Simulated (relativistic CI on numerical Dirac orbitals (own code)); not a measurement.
## Crystal-field levels of Pt+, 5d9

Calculated by Dirac-Coulomb-Breit CI, separate exchange-only KLI orbitals for each configuration, a model potential for QED, valence Slater integrals scaled by 0.85, one configuration in a parametric crystal field (own radial code).

Field parameters in Wybourne normalisation: D3d B²₀ = −7Dσ, B⁴₀ = −14Dq − 21Dτ, B⁴₃ = −14√(10/7) Dq; Td as Oh with Dq negative (B⁴₀ = 21Dq, B⁴₄ = √(5/14) B⁴₀). The field is a parameter set, without covalency.

S and J are read from ⟨S²⟩ = S(S + 1) and ⟨J²⟩ = J(J + 1) of each level; they are not fictitious spins.

D3d, 10Dq = 21300, Dσ = -300, Dτ = 460 cm⁻¹, the lowest 5 levels:

```csv
E (cm⁻¹),Degeneracy,Irrep,S,J
0.0,2,Γ5+Γ6,0.50,2.32
651,2,Γ4,0.50,2.27
20408,2,Γ4,0.50,2.49
26768,2,Γ5+Γ6,0.50,1.74
27701,2,Γ4,0.50,1.82
```

Principal g values of the ground doublet: 0.00, 0.00, 2.91.

Td, 10Dq = -8150 cm⁻¹, the lowest 3 levels:

```json
{"E (cm⁻¹)": "0.0", "Degeneracy": "2", "Irrep": "Γ7", "S": "0.50", "J": "2.50"}
{"E (cm⁻¹)": "3217", "Degeneracy": "4", "Irrep": "Γ8", "S": "0.50", "J": "2.37"}
{"E (cm⁻¹)": "14417", "Degeneracy": "4", "Irrep": "Γ8", "S": "0.50", "J": "1.68"}
```

Principal g values of the ground doublet: 2.00, 2.00, 2.00.

The free-ion ground term has S = 1/2. Every field shown keeps that spin.

Levels of this model without a field, named by their leading LS term: 2D_5/2 0, 2D_3/2 9483 cm⁻¹.
